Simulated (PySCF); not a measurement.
Geometries of 3 isomers of C4H8OSi, from PBE0-D3(BJ)/def2-SVP geometry optimisation, gas phase (PySCF 2.14.0). One conformer each, no zero-point energy, no frequencies.

Task: Which isomer lies lowest at this level?
A.
```xyz
14
angstrom
C     -3.604    0.097    0.660
C     -2.528   -0.409    0.426
C     -1.207   -0.946    0.164
Si     0.105    0.360    0.521
O      1.567   -0.372    0.210
C      2.816    0.240    0.360
H     -4.564    0.534    0.864
H     -1.110   -1.272   -0.885
H     -1.001   -1.826    0.797
H      0.020    0.795    1.949
H     -0.093    1.551   -0.362
H      2.939    1.104   -0.319
H      2.986    0.592    1.395
H      3.602   -0.493    0.119
```
B.
```xyz
14
angstrom
C      1.959   -0.009   -0.323
C      1.422   -0.049    1.085
O      2.146   -0.105    2.054
Si    -0.474   -0.022    1.363
C     -1.573    0.795    0.089
C     -1.594   -0.730    0.041
H      1.551    0.857   -0.869
H      1.642   -0.913   -0.868
H      3.056    0.042   -0.300
H     -0.890   -0.059    2.784
H     -2.485    1.293    0.439
H     -1.112    1.319   -0.756
H     -1.139   -1.211   -0.832
H     -2.519   -1.226    0.356
```
C.
```xyz
14
angstrom
Si     2.392   -0.136    0.452
O      0.914    0.656    0.272
C     -0.260    0.019    0.206
C     -0.683   -1.259    0.265
C     -2.130   -0.850    0.086
C     -1.620    0.623    0.020
H      2.609   -1.073   -0.689
H      2.408   -0.902    1.733
H      3.419    0.937    0.462
H     -0.193   -2.226    0.392
H     -2.798   -1.059    0.937
H     -2.617   -1.201   -0.839
H     -1.963    1.277    0.838
H     -1.783    1.136   -0.941
```

Result: C. That is `[SiH3]OC1=CCC1`, 10.9 kcal/mol below the next.

| SMILES | atoms numbered as above | E (Eh) | relative (kcal/mol) | relative (kJ/mol) | dipole (D) |
| --- | --- | --- | --- | --- | --- |
| [SiH3]OC1=CCC1 | [SiH3:1][O:2][C:3]1=[CH:4][CH2:5][CH2:6]1 | -521.28193 | 0.0 | 0.0 | 0.60 |
| CC(=O)[SiH]1CC1 | [CH3:1][C:2](=[O:3])[SiH:4]1[CH2:5][CH2:6]1 | -521.26451 | 10.9 | 45.7 | 2.59 |
| C#CC[SiH2]OC | [CH:1]#[C:2][CH2:3][SiH2:4][O:5][CH3:6] | -521.25949 | 14.1 | 58.9 | 1.20 |

As drawn, the lowest has a four-membered ring and a C=C bond outside aromatic rings, which the highest lacks; the highest has a C≡C bond and an Si–C bond, which the lowest lacks.
